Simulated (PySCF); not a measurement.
Simulation results for CH3BFO, AlH4NO, F2OSi

Calculation on a computer-drawn molecule: optimised geometry and harmonic frequencies of an isolated molecule of the commonest isotopes, restricted reference for singlets and unrestricted otherwise, frozen core in MP2. Program: PySCF 2.14.0.

Common to all runs: multiplicity 1.

(1) CH3BFO

Start structure:
```xyz
7
CH3BFO
C     -3.2037    -0.1809    -0.5068
O     -2.5210    -1.3242    -0.1065
B     -1.9433    -2.3940     0.2579
F     -1.3498    -3.4305     0.5876
H     -4.2071    -0.4904    -0.8608
H     -2.5776     0.3379    -1.3013
H     -3.2678     0.4207     0.3545
```

- charge: 1
- method: HF
- basis: cc-pVDZ
- total energy: withheld

Drawn bonds:
```
atom  other atom  order
   1           2      1
   2           3      1
   3           4      1
   1           5      1
   1           6      1
   1           7      1
```

(2) AlH4NO

Start structure:
```xyz
7
AlH4NO
N      1.7361     1.5911    -1.0656
Al     1.0966     1.8125     0.5558
O     -0.3552     1.0300     0.9286
H      1.3082     1.0383    -1.7844
H      2.5843     1.9995    -1.4094
H      1.8574     2.7063     1.6053
H     -0.8359     1.0373     1.7379
```

- charge: 0
- method: MP2
- basis: cc-pV(D+d)Z
- rotational constants: withheld

Drawn bonds:
```
atom  other atom  order
   1           2      1
   2           3      1
   1           4      1
   1           5      1
   2           6      1
   3           7      1
```

(3) F2OSi

Start structure:
```xyz
4
F2OSi
O     -1.9902    -4.3461    -0.0287
Si    -2.2340    -2.8965     0.1329
F     -2.6118    -2.1229     1.4473
F     -2.1743    -1.7797    -0.9705
```

* charge: 0
* method: MP2
* basis: cc-pV(D+d)Z
* rotational constants: withheld
* total energy: withheld

Drawn bonds:
```
atom  other atom  order
   1           2      2
   2           3      1
   2           4      1
```

## Withheld values
1. CH3BFO (entry 1): total energy?
2. AlH4NO (entry 2): rotational constants?
3. F2OSi (entry 3): rotational constants?
4. F2OSi (entry 3): total energy?

## Answers
1. -238.4043 hartree
2. 27.95, 6.311, 5.149 GHz
3. 8.366, 7.028, 3.819 GHz
4. -563.4441 hartree

Further results for CH3BFO (entry 1):

* rotational constants: 153, 3.442, 3.442 GHz
* convergence status largest gradient component: 2.847e-05 hartree/bohr

Optimised structure:
```xyz
7
CH3BFO
C     -3.2229    -0.1358    -0.5191
O     -2.5088    -1.3878    -0.0975
B     -1.9337    -2.3935     0.2415
F     -1.3401    -3.4314     0.5911
H     -4.1850    -0.4730    -0.8800
H     -2.5974     0.2947    -1.2892
H     -3.2825     0.4654     0.3778
```

Modes:
```
frequency (cm⁻¹)  reduced mass (dalton)
           60.25                  5.054
           60.31                  5.055
           485.6                  11.81
           485.6                  11.81
           595.8                  7.589
            1189                  11.42
            1238                  1.191
            1238                  1.191
            1555                  1.146
            1566                  1.053
            1566                  1.053
            2265                  11.27
            3275                  1.022
            3431                  1.118
            3431                  1.118
```

Further results for AlH4NO (entry 2):

* total energy: -374.0886 hartree
* convergence status largest gradient component: 2.47e-05 hartree/bohr

Optimised structure:
```xyz
7
AlH4NO
N      1.7395     1.5910    -1.0714
Al     1.0821     1.8036     0.5565
O     -0.3920     1.0003     0.9128
H      1.3192     1.0350    -1.8113
H      2.6023     2.0133    -1.4031
H      1.8449     2.6985     1.6057
H     -0.8046     1.0733     1.7791
```

Modes:
```
frequency (cm⁻¹)  reduced mass (dalton)
           219.4                  3.096
           275.8                  1.168
           342.4                  1.163
           373.3                  1.185
           540.3                  1.165
           543.2                  1.103
           657.2                  1.313
           719.4                  1.514
           772.5                  3.539
           919.3                  4.948
            1546                  1.116
            1984                  1.044
            3616                  1.051
            3717                  1.093
            3947                  1.067
```

Further results for F2OSi (entry 3):

* convergence status largest gradient component: 7.411e-06 hartree/bohr

Optimised structure:
```xyz
4
F2OSi
O     -1.9831    -4.3884    -0.0334
Si    -2.2339    -2.8972     0.1329
F     -2.6190    -2.1042     1.4696
F     -2.1743    -1.7553    -0.9881
```

Modes:
```
frequency (cm⁻¹)  reduced mass (dalton)
           330.5                  18.42
           346.2                  19.47
           365.7                  23.03
           793.7                  18.45
             968                  22.46
            1300                  20.33
```
